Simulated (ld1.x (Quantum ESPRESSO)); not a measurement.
**Pt: TM pseudisation with PBE, fully relativistic reference atom.**

platinum, norm-conserving Troullier–Martins (Kleinman–Bylander form), made with ld1.x (Quantum ESPRESSO) 7.5 (PBE, fully relativistic). Core [Xe] 4f14, reference 5d9 6s1 6p0. Waves: 6p (bound, empty): rc 4.00 bohr; 5d (bound): rc 1.35 bohr; 6s (bound): rc 1.80 bohr. Local part: the s channel. Core correction: a·sin(br)/r model core inside 1.00 bohr.

Open shells are filled in proportion to 2j + 1 (rel_dist='average').

All-electron outer shells of the reference configuration (PBE, scalar-relativistic, ld1.x):

```tsv
shell	level (eV)	outermost node (bohr)	outermost maximum (bohr)
4f	-70.08	–	0.38
5p	-56.02	0.53	0.98
5d	-6.14	0.57	1.26
6s	-5.66	1.14	2.38
6p	-0.84	1.36	3.69
```

Results:

- Cutoffs needed: 55 Ry and 80 Ry (the cutoffs (Ry, on a coarse ladder) from which the occupation-weighted sum of valence levels, in a spherical-Bessel basis at the reference potential, stays within 10 and 1 mRy of its value at 400 Ry)
- Ghost test: no extra level below or beside the all-electron valence levels (p1/2, p3/2, d3/2, d5/2, s, f tested) (spherical-Bessel basis up to 400 Ry, 20 bohr box)
- Largest excitation error: -945 meV (all-electron minus pseudo) for 5d6 6s0 6p0, out of 7 test configurations

Generation and tests took about 3 s on one core of a shared server CPU.
